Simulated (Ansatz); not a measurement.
Molecule: sum formula Si$_{2}$H$_{3}$F$_{2}$, charge 0, multiplicity 2. It need not be the lowest isomer of its formula. SMILES: F[SiH]([SiH2])F
Structure (B3LYP-D3(BJ)/def2-TZVP (Ansatz, a program for electronic structure) minimum search):
```xyz
7

F     -1.2098    -1.0208     0.8096
Si    -0.5018    -0.1722    -0.3449
F     -1.1839     1.2729    -0.3733
Si     1.7470     0.0865     0.2060
H     -0.8336    -0.8289    -1.6256
H      2.4836     0.9633    -0.7370
H      2.4591    -1.2032     0.3803
```
Charge 0, spin multiplicity 2.

Quantity: atomisation energy (electronic, to ground-state atoms), in kJ/mol. Correlated levels leave the core frozen unless marked. UHF or UKS for open shells. Spin-orbit coupling is left out. Non-relativistic. The coupled-cluster limit lacks core correlation, which all-electron functionals hold. Basis-set limits of correlation are two-point, X^-3; Hartree-Fock from the larger set. [CCSD(T)-MP2]/basis is that difference in the basis named.

```csv
level,program,atomisation energy (kJ/mol),minus last row
HF/6-31G*,Ansatz,1721.2,-636.3
SCS-MP2/def2-QZVPP,Ansatz,2354.3,-3.2
CCSD/def2-TZVPP,Ansatz,2248.8,-108.7
CCSD(T)/aug-cc-pV(D+d)Z,Ansatz,2163.1,-194.4
CCSD(T)/def2-TZVPPD,Ansatz,2280.6,-76.9
"RI-MP2/CBS(def2-TZVPPD,def2-QZVPPD)+[CCSD(T)-MP2]/def2-SVPD",Ansatz,2341.7,-15.8
"CCSD(T)/CBS(aug-cc-pV(T+d)Z,aug-cc-pV(Q+d)Z)",Ansatz,2357.5,0.0
```
